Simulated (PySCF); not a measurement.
AlP (SMILES [Al]=[P]), triplet, at a GFN2-xTB geometry (such geometries of metal compounds can be far from the true shape). Base run: PySCF with WB97X/6-31G.

Here is a job for PySCF.
```python
from pyscf import gto, scf, dft

mol = gto.Mole()
mol.atom = '''
    Al   -0.00000000   -0.00000000   -1.17855553
    P     0.00000000    0.00000000    1.02141479
'''
mol.basis = '6-31g'
mol.spin = 2
mol.verbose = 4
mol.build()

mf = dft.UKS(mol)
mf.xc = 'wb97x'
mf.kernel()
mf.analyze()
```

Variants of this job, named by their change:

```json
[
 {"change": "base", "ΔE vs base (µEh)": "0.0", "grid points": "38360", "electrons on the grid": "28.00000"},
 {"change": "grids.radi_method = delley", "ΔE vs base (µEh)": "0.1", "grid points": "38024", "electrons on the grid": "28.00000"},
 {"change": "grids.atom_grid = (50, 194)", "ΔE vs base (µEh)": "132", "grid points": "12768", "electrons on the grid": "28.00001"},
 {"change": "grids.level = 4", "ΔE vs base (µEh)": "0.4", "grid points": "57768", "electrons on the grid": "28.00000"},
 {"change": "grids.level = 2", "ΔE vs base (µEh)": "-15.9", "grid points": "23816", "electrons on the grid": "28.00000"},
 {"change": "grids.radi_method = mura_knowles", "ΔE vs base (µEh)": "2.8", "grid points": "34304", "electrons on the grid": "28.00000"},
 {"change": "grids.becke_scheme = stratmann", "ΔE vs base (µEh)": "0.2", "grid points": "38360", "electrons on the grid": "28.00000"},
 {"change": "grids.level = 7", "ΔE vs base (µEh)": "0.8", "grid points": "173168", "electrons on the grid": "28.00000"},
 {"change": "grids.level = 5", "ΔE vs base (µEh)": "1.9", "grid points": "86640", "electrons on the grid": "28.00000"},
 {"change": "small_rho_cutoff = 0", "ΔE vs base (µEh)": "0.0", "grid points": "38360", "electrons on the grid": "28.00000"},
 {"change": "grids.radi_method = gauss_chebyshev", "ΔE vs base (µEh)": "-6.6", "grid points": "36680", "electrons on the grid": "28.00000"}
]
```

Open shells are given as the SCF converged; they aren't shown to be the lowest states, and a large step between rows can be another state.
